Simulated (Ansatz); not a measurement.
boron oxyfluoride (BFO), singlet, geometry from GFN2-xTB, atoms displaced at random by about 0.08 Å a coordinate; HF/def2-SVP, gradient run with Ansatz (an electronic-structure program).

Here is a job for Ansatz.
Ansatz 0.2 input:
```yaml
crystal:
  periodic: [false, false, false]
  atoms:
    - {symbol: F, position_ang: [0.03858947, -0.13713758, -1.17111386]}
    - {symbol: B, position_ang: [-0.05156618, -0.05900731, 0.10173891]}
    - {symbol: O, position_ang: [-0.00375484, 0.12673051, 1.18105521]}
basis:
  gaussian:
    orbitals: def2-SVP
hamiltonian:
  xc: hf
output: {forces: true}
```

Output, abridged:

```
Functional definition: HF
400 factors; integrals over basis functions are off by at most 8.7e-4 eV
mean field evaluation 1: about -5408.9977 eV, gradient 4.2e1 eV
mean field evaluation 2: about -5409.0021 eV, gradient 4.2e1 eV
mean field evaluation 4: about -5412.2683 eV, gradient 2.4e0 eV
mean field evaluation 8: about -5412.2953 eV, gradient 5.8e-2 eV
mean field -5412.29529208 eV, -198.8981833986 hartree, gradient 1.3e-5 eV, S^2 0.000000; 0 other end points of the search recorded, 0 dependent functions left out
the calculation of the forces begins
reference -5412.29529208 eV, -198.8981833986 hartree; 11, 11 occupied and 31, 31 virtual orbitals, 400 factors
Total energy: -5412.29529208 eV, -198.8981833986 hartree
Atom 0 at     0.038589    -0.137138    -1.171114 Å, force    -0.340250    -0.322790     0.033929 eV/Å
Atom 1 at    -0.051566    -0.059007     0.101739 Å, force     0.178562    -1.470017   -12.678203 eV/Å
Atom 2 at    -0.003755     0.126731     1.181055 Å, force     0.161688     1.792807    12.644275 eV/Å
Dipole moment:    -0.063355    -0.104856    -0.339275 e Å
```
